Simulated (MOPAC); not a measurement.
MOPAC input (AM1):

```
AM1 FORCE THERMO(298,298) PRECISE LET CHARGE=1 GEO-OK AUX(PRECISION=9) THREADS=1
CH4N

C    -0.63636412 1    0.23220282 1    0.02766074 1
N     0.57688299 1   -0.21049039 1   -0.02507466 1
H    -1.50598193 1   -0.46552948 1   -0.01048043 1
H    -0.84754735 1    1.32427828 1    0.11277866 1
H     1.37936452 1    0.40223149 1    0.00779189 1
H     0.79196312 1   -1.19452945 1   -0.10217284 1
```

From the output:

```
     H    6   0.813443   5.633917   0.082294   0.182753   0.614530   6.277082

          HEAT OF FORMATION =     176.235526 KCALS/MOLE

          ZERO POINT ENERGY      32.764 KCAL/MOL

           NORMAL COORDINATE ANALYSIS (Total motion = 1 Angstrom)

   Root No.       1         2         3         4         5         6         7         8

                 1 A2      1 B2      1 B1      2 B1      2 B2      1 A1      2 A1      3 A1

                 908.2     946.8    1019.9    1156.4    1274.1    1357.7    1648.1    1887.0

           1    0.0000   -0.0000    0.0000   -0.0000    0.0000   -0.0254   -0.0541   -0.2012
           2   -0.0000    0.0289    0.0000   -0.0000   -0.0658   -0.0000   -0.0000    0.0000
           3   -0.0000    0.0000    0.0417   -0.0775    0.0000    0.0000    0.0000    0.0000
           4    0.0000   -0.0000   -0.0000    0.0000   -0.0000   -0.0313   -0.0028    0.1897
           5   -0.0000    0.0096   -0.0000    0.0000    0.0627    0.0000    0.0000   -0.0000
           6    0.0000   -0.0000   -0.0808    0.0001   -0.0000   -0.0000   -0.0000   -0.0000
           7    0.0000   -0.2293   -0.0000    0.0000    0.1803    0.3832   -0.0296   -0.0431
           8    0.0000   -0.1215   -0.0000    0.0000    0.0468    0.2395    0.0203    0.1187
           9    0.2357    0.0000   -0.0626    0.3514    0.0000   -0.0000    0.0000   -0.0000
          10   -0.0000    0.2293   -0.0000    0.0000   -0.1803    0.3832   -0.0296   -0.0431
          11   -0.0000   -0.1215   -0.0000    0.0000    0.0468   -0.2395   -0.0203   -0.1187
          12   -0.2357    0.0000   -0.0626    0.3514   -0.0000    0.0000   -0.0000    0.0000
          13    0.0000   -0.1873    0.0000    0.0000   -0.2324   -0.0145    0.3711   -0.0757
          14    0.0000   -0.1176    0.0000    0.0000   -0.0905    0.0135    0.2283   -0.1614
          15    0.2643    0.0000    0.3762    0.1098    0.0000   -0.0000   -0.0000    0.0000
          16   -0.0000    0.1873    0.0000    0.0000    0.2324   -0.0145    0.3711   -0.0757
          17   -0.0000   -0.1176    0.0000    0.0000   -0.0905   -0.0135   -0.2283    0.1613
          18   -0.2643    0.0000    0.3762    0.1098    0.0000    0.0000    0.0000   -0.0000

   Root No.       9        10        11        12

                 3 B2      4 A1      4 B2      5 A1

                3025.5    3047.0    3298.5    3349.7

           1    0.0000    0.0442    0.0000    0.0007
           2   -0.0616    0.0000   -0.0036   -0.0000
           3    0.0000   -0.0000    0.0000    0.0000
           4   -0.0000   -0.0029    0.0000   -0.0355
           5    0.0027   -0.0000   -0.0531    0.0000
           6   -0.0000    0.0000    0.0000   -0.0000
           7   -0.2379   -0.2353   -0.0167   -0.0026
           8    0.3727    0.4007    0.0185    0.0098
           9   -0.0000   -0.0000   -0.0000   -0.0000
          10    0.2379   -0.2353    0.0167   -0.0026
          11    0.3727   -0.4007    0.0185   -0.0098
          12   -0.0000    0.0000    0.0000    0.0000
          13    0.0089   -0.0078   -0.2474    0.2457
          14   -0.0241    0.0088    0.3720   -0.4027
          15    0.0000   -0.0000   -0.0000    0.0000
          16   -0.0089   -0.0078    0.2474    0.2457
          17   -0.0241   -0.0088    0.3720    0.4027
          18   -0.0000    0.0000   -0.0000   -0.0000

           MASS-WEIGHTED COORDINATE ANALYSIS (NORMAL COORDINATES)

   Root No.       1         2         3         4         5         6         7         8

                 1 A2      1 B2      1 B1      2 B1      2 B2      1 A1      2 A1      3 A1

                 908.2     946.8    1019.9    1156.4    1274.1    1357.7    1648.1    1887.0

           1    0.0000   -0.0000    0.0000   -0.0000    0.0000   -0.1335   -0.2892   -0.6691
           2   -0.0000    0.2021    0.0000   -0.0000   -0.4148   -0.0000   -0.0000    0.0000
           3   -0.0000    0.0000    0.2267   -0.4571    0.0000    0.0000    0.0000    0.0000
           4    0.0000   -0.0000   -0.0000    0.0000   -0.0000   -0.1778   -0.0159    0.6810
           5   -0.0000    0.0727   -0.0000    0.0000    0.4268    0.0000    0.0000   -0.0000
           6    0.0000   -0.0000   -0.4752    0.0007   -0.0000   -0.0000   -0.0000   -0.0000
           7    0.0000   -0.4644   -0.0000    0.0000    0.3291    0.5841   -0.0458   -0.0415
           8    0.0000   -0.2461   -0.0000    0.0000    0.0855    0.3650    0.0313    0.1143
           9    0.4707    0.0000   -0.0987    0.6003    0.0000   -0.0000    0.0000   -0.0000
          10   -0.0000    0.4644   -0.0000    0.0000   -0.3291    0.5841   -0.0458   -0.0416
          11   -0.0000   -0.2461   -0.0000    0.0000    0.0855   -0.3650   -0.0314   -0.1143
          12   -0.4707    0.0000   -0.0987    0.6003   -0.0000    0.0000   -0.0000    0.0000
          13    0.0000   -0.3794    0.0000    0.0000   -0.4243   -0.0221    0.5745   -0.0729
          14    0.0000   -0.2382    0.0000    0.0000   -0.1651    0.0205    0.3534   -0.1554
          15    0.5276    0.0000    0.5930    0.1875    0.0000   -0.0000   -0.0000    0.0000
          16   -0.0000    0.3794    0.0000    0.0000    0.4243   -0.0221    0.5745   -0.0729
          17   -0.0000   -0.2382    0.0000    0.0000   -0.1651   -0.0205   -0.3534    0.1554
          18   -0.5276    0.0000    0.5930    0.1875    0.0000    0.0000    0.0000   -0.0000

   Root No.       9        10        11        12

                 3 B2      4 A1      4 B2      5 A1

                3025.5    3047.0    3298.5    3349.7

           1    0.0000    0.2261    0.0000    0.0034
           2   -0.3215    0.0000   -0.0188   -0.0000
           3    0.0000   -0.0000    0.0000    0.0000
           4   -0.0000   -0.0162    0.0000   -0.1948
           5    0.0150   -0.0000   -0.2984    0.0000
           6   -0.0000    0.0000    0.0000   -0.0000
           7   -0.3596   -0.3486   -0.0251   -0.0038
           8    0.5634    0.5937    0.0279    0.0145
           9   -0.0000   -0.0000   -0.0000   -0.0000
          10    0.3596   -0.3486    0.0251   -0.0038
          11    0.5634   -0.5937    0.0279   -0.0145
          12   -0.0000    0.0000    0.0000    0.0000
          13    0.0135   -0.0115   -0.3731    0.3612
          14   -0.0365    0.0131    0.5609   -0.5919
          15    0.0000   -0.0000   -0.0000    0.0000
          16   -0.0135   -0.0115    0.3731    0.3612
          17   -0.0365   -0.0131    0.5609    0.5919
          18   -0.0000    0.0000   -0.0000   -0.0000

          DESCRIPTION OF VIBRATIONS

 VIBRATION          1    1A2         ATOM PAIR     ENERGY CONTRIBUTION    RADIAL
 FREQUENCY           908.24         N 2 -- H 5         +27.2% ( 46.6%)      0.0%
 TRANSITION DIPOLE   0.0000         N 2 -- H 6         +27.2% ( 46.6%)      0.0%
 TRAVEL (Ang.)       0.5393         C 1 -- H 3         +22.8% ( 42.6%)      0.0%
 REDUCED MASS        0.2552         C 1 -- H 4         +22.8% ( 42.6%)      0.0%
 EFFECTIVE MASS      1.0079
 FORCE CONSTANT      0.1240

 VIBRATION          2    1B2         ATOM PAIR     ENERGY CONTRIBUTION    RADIAL
 FREQUENCY           946.85         C 1 -- H 3         +26.1% ( 71.1%)      5.0%
 TRANSITION DIPOLE   0.2113         C 1 -- H 4         +26.1% ( 71.1%)      5.0%
 TRAVEL (Ang.)       0.5280         N 2 -- H 5         +22.4% ( 66.0%)      1.4%
 REDUCED MASS        0.2555         N 2 -- H 6         +22.4% ( 66.0%)      1.4%
 EFFECTIVE MASS      1.5869
 FORCE CONSTANT      0.1349

 VIBRATION          3    1B1         ATOM PAIR     ENERGY CONTRIBUTION    RADIAL
 FREQUENCY          1019.88         N 2 -- H 5         +41.7% ( 65.3%)      0.0%
 TRANSITION DIPOLE   1.3504         N 2 -- H 6         +41.7% ( 65.3%)      0.0%
 TRAVEL (Ang.)       0.2577         C 1 -- N 2          +8.9% ( 30.1%)      0.0%
 REDUCED MASS        0.9952         C 1 -- H 3          +3.9% ( 19.9%)      0.0%
 EFFECTIVE MASS      3.1426
 FORCE CONSTANT      0.6099

 VIBRATION          4    2B1         ATOM PAIR     ENERGY CONTRIBUTION    RADIAL
 FREQUENCY          1156.44         C 1 -- H 4         +45.1% ( 62.8%)      0.0%
 TRANSITION DIPOLE   0.8247         C 1 -- H 3         +45.1% ( 62.8%)      0.0%
 TRAVEL (Ang.)       0.2719         C 1 -- N 2          +6.0% ( 22.8%)      0.0%
 REDUCED MASS        0.7888         N 2 -- H 5          +1.9% ( 13.0%)      0.0%
 EFFECTIVE MASS      2.3560
 FORCE CONSTANT      0.6215

 VIBRATION          5    2B2         ATOM PAIR     ENERGY CONTRIBUTION    RADIAL
 FREQUENCY          1274.11         N 2 -- H 6         +25.0% ( 62.3%)     13.9%
 TRANSITION DIPOLE   0.2260         N 2 -- H 5         +25.0% ( 62.3%)     13.9%
 TRAVEL (Ang.)       0.2381         C 1 -- N 2         +21.4% ( 57.7%)      0.0%
 REDUCED MASS        0.9339         C 1 -- H 3         +14.3% ( 47.1%)     18.7%
 EFFECTIVE MASS      5.1202         C 1 -- H 4         +14.3% ( 47.1%)     18.7%
```

The dipole moment of an ion depends on the origin.
